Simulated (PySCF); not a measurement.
**Zn: excitation energy**

Zn [Ar] 3d10 4s2 (1S) → Zn [Ar] 3d10 4s1 4d1 (3D), as a difference of total energies. Calculation: PySCF 2.14, in x2c-TZVPPall with one added diffuse shell each of s, p, d, f type (7s6p5d3f1g, 80 functions); scalar relativity by spin-free X2C-1e. Correlated levels: valence: [Ar] frozen; valence and next inner shell: [Ne] frozen. The calculations carry no spin-orbit coupling.

| method | excitation energy (eV) | error (eV) |
| --- | --- | --- |
| UHF | 6.835 | -0.948 |
| LDA | 8.385 | +0.602 |
| PBE | 7.968 | +0.185 |
| PBE0 | 7.781 | -0.002 |
| r2SCAN | 8.020 | +0.237 |
| revPBE | 7.801 | +0.018 |
| PBEsol | 8.013 | +0.230 |
| wB97M-V | 8.396 | +0.613 |
| PW91 | 8.033 | +0.250 |
| MP2 (valence) | 8.180 | +0.397 |
| SCS-MP2 (valence) | 8.222 | +0.439 |
| MP2 (valence and next inner shell) | 8.239 | +0.456 |
| SCS-MP2 (valence and next inner shell) | 8.258 | +0.475 |

Reference: 7.783 eV (measured; NIST levels, between the centres of gravity of the two terms).

Errors of the correlated levels include the incompleteness of this basis and the frozen core.

The promoted electron is Rydberg-like, and one or two diffuse shells describe it only roughly, which tends to raise the upper state.
